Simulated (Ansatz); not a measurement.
C2H6AlClO. Charge 0, multiplicity 1. The bonds changed during the relaxation, so this is another structure than the one it started from.

Cartesian coordinates in Å:
```
C -1.1049 -0.5541 0.6186
C -0.2167 -0.0582 -0.4443
O -0.7691 0.2892 -1.5514
Al 1.7985 0.3198 -0.1126
Cl 1.1054 2.1505 0.8650
H -2.1735 -0.3968 0.4282
H -0.8142 -0.1050 1.5703
H -0.9033 -1.6282 0.7189
H -1.7435 0.2355 -1.5245
H 2.5534 0.5472 -1.4909
H 2.2680 -0.7998 0.9226
```

Problem. List the harmonic frequencies (cm⁻¹, unscaled) at PBE0-D4/def2-TZVP in Ansatz. (Best estimate.)

Solution. The calculation gave: 46, 87, 137, 176, 330, 415, 441, 475, 495, 572, 658, 743, 759, 949, 1000, 1118, 1349, 1394, 1407, 1442, 1506, 1879, 1911, 3015, 3094, 3141, 3606.

Problem. Is this a minimum?

Solution. Yes, all 27 modes are real.

Problem. Give the ideal-gas thermochemistry at 298.15 K and 1 bar (rigid rotor, harmonic oscillator; point group C1, symmetry number 1).

Solution. Zero-point energy 192.3 kJ/mol; H(298) − E = 215.1 kJ/mol; entropy 366.5 J/(mol·K), of which translation 167.3, rotation 115.4, vibration 83.8; G(298) − E = 105.8 kJ/mol. Modes under 100 cm⁻¹ are hindered rotations or soft bends, so the harmonic entropy is rough.
